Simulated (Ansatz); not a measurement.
Wavefunction ladder for C₂H₅NSeSi, SMILES `C[SiH]1N=C[Se]1`

```xyz
10

C     0.528   -1.571    0.053
Si   -0.557   -0.088    0.270
N    -0.599    1.019   -1.102
C    -0.111    2.011   -0.480
Se    0.351    1.711    1.399
H     1.520   -1.273   -0.292
H     0.633   -2.110    0.998
H     0.087   -2.250   -0.682
H    -1.915   -0.450    0.743
H     0.065    3.002   -0.907
```

The species carries charge 0 and has multiplicity 1. Correlated methods include outer-core shells of Se, which these sets cover unevenly. Scalar relativity is left out up to krypton. All single points use the PBE0-D4/def2-TZVP geometry. Frozen core, restricted reference, the Gaussian-basis code of Ansatz.

```tsv
basis	HF (Eh)	MP2 corr.	CCSD corr.	(T)	CCSD(T) total
def2-SVP	-2821.39160	-0.76003	-0.79472	-0.02902	-2822.21534
def2-TZVPP	-2821.95375	-0.91730	-0.94536	-0.04462	-2822.94373
def2-QZVPP	-2822.01597	-1.26441	–	–	–
```
